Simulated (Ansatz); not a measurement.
Compare A (`C#CC[CH2][GeH3]`) with its isomer B (`C=C=C[CH2][GeH3]`).

Program: Ansatz. Geometries: PBE0-D4/def2-TZVP. ΔE: electronic, gas phase. CCSD(T)/CBS is the MP2 limit (def2-TZVPP, def2-QZVPP) plus CCSD(T) − MP2 in def2-TZVPP, frozen cores. DFT in def2-TZVPP. B3LYP here is the variant with VWN-RPA as its local correlation; programs differ in this. For Ge outer-core shells are correlated without core-valence functions, which leaves a few kJ/mol of doubt a bond. Scalar relativity is left out up to krypton. Each species was taken in one conformer, which may not be the lowest.

A:

```xyz
13

C    -1.232   -2.142   -2.004
C    -1.065   -1.291   -1.174
C    -0.827   -0.263   -0.173
C     0.659    0.066   -0.010
Ge    0.989    1.449    1.341
H    -1.387   -2.896   -2.739
H    -1.384    0.638   -0.452
H    -1.247   -0.596    0.782
H     1.074    0.405   -0.962
H     1.212   -0.833    0.273
H     2.495    1.732    1.461
H     0.453    0.984    2.708
H     0.261    2.748    0.949
```

B:

```xyz
13

C    -1.9670   -0.9579    1.7575
C    -0.8630   -0.8963    1.0735
C     0.2395   -0.8324    0.3820
C     0.3504   -0.2914   -1.0064
Ge    1.2392    1.4678   -1.0208
H    -2.2930   -0.1295    2.3794
H    -2.5990   -1.8406    1.7326
H     1.1583   -1.1720    0.8581
H    -0.6346   -0.1781   -1.4615
H     0.9379   -0.9644   -1.6369
H     1.4531    1.9482   -2.4685
H     2.6069    1.3588   -0.3230
H     0.3713    2.4876   -0.2660
```

Problem. Which is lower in electronic energy at CCSD(T)/CBS, and by how much? (Estimate.)

Solution. Computed: B, by 1.6 kcal/mol.

Problem. Give E(B) − E(A) in kcal/mol with MP2/def2-TZVPP, B3LYP-D4, r2SCAN-D4, PBE-D4, ωB97M-V, HF/def2-TZVPP, B2PLYP. (An estimate is asked.)

Solution. The calculation gave: MP2/def2-TZVPP 0.9, B3LYP-D4 -6.0, r2SCAN-D4 -6.4, PBE-D4 -7.4, ωB97M-V -3.4, HF/def2-TZVPP -1.5, B2PLYP -3.0. The order is the other way round with MP2/def2-TZVPP.

Largest T1 diagnostic: 0.012.

From PBE to PBE0 (25 % exact exchange), in def2-TZVPP and without D4, E(B) − E(A) moves by +1.6 kcal/mol.
